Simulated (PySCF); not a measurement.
Interval between two levels of Cr⁺ by level of theory

Cr⁺ [Ar] 3d5 [6S5/2, M_J = 5/2] → Cr⁺ [Ar] 3d4 4s1 [6D9/2, M_J = 9/2], as a difference of total energies. Calculation: PySCF 2.14, in x2c-TZVPall-2c (6s7p4d1f, 54 functions); the two-component X2C-1e Hamiltonian. Correlated levels: [Ne] frozen; the 6 highest virtual spinors dropped. "Screened" scales the spin-orbit matrix elements by Boettger's factors to mimic the two-electron term; Breit and QED terms are absent.

| method | interval between two levels (cm⁻¹) |
| --- | --- |
| GHF (spin-free) | 6702.7 |
| GMP2 (spin-free) | 12342 |
| GHF (screened spin-orbit) | 6955.9 |
| GMP2 (screened spin-orbit) | 12596 |

Errors of the correlated levels include the incompleteness of this basis and the frozen core.

The labels give the starting determinants; with spin-orbit coupling the two ends relaxed to ⟨J²⟩ = 8.75, ⟨L²⟩ = 0.00, ⟨S²⟩ = 8.75 and ⟨J²⟩ = 24.75, ⟨L²⟩ = 6.01, ⟨S²⟩ = 8.75.

For comparison: 12496 cm⁻¹ (measured; NIST Handbook of Basic Atomic Spectroscopic Data (Sansonetti and Martin, J. Phys. Chem. Ref. Data 34, 1559 (2005))).
